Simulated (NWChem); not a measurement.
Molecule: CH$_{4}$O$_{2}$Zn; SMILES C[O][Zn][OH]

```xyz
8

Zn    -0.4261     0.4059     0.0050
O     -0.3058     2.1817    -0.0152
H      0.6226     2.4793    -0.0185
O     -0.8883    -1.3155     0.0271
C      0.0303    -2.3743    -0.0136
H      0.7329    -2.4035     0.8580
H     -0.5307    -3.3378     0.0048
H      0.6622    -2.3965    -0.9379
```
Atoms are numbered in this order, from 1.

This is a stationary point of PBE-D3(BJ)/def2-SVP (NWChem), point group C1. 

### Question
Is it a minimum? If not, what does it relax to?

### Answer
No. It has an imaginary frequency of 105i cm⁻¹. Following that mode (on a finer grid) lowers the energy by 0.3 kcal/mol and ends, with real frequencies alone, at point group C1:
```xyz
8

Zn     0.0533     0.4173     0.0320
O      0.4029     2.1461     0.2680
H      0.5956     2.5844    -0.5819
O     -0.4896    -1.2772    -0.0703
C      0.3890    -2.3702     0.0036
H      0.9625    -2.4309     0.9630
H     -0.2033    -3.3122    -0.0683
H      1.1410    -2.4078    -0.8249
```
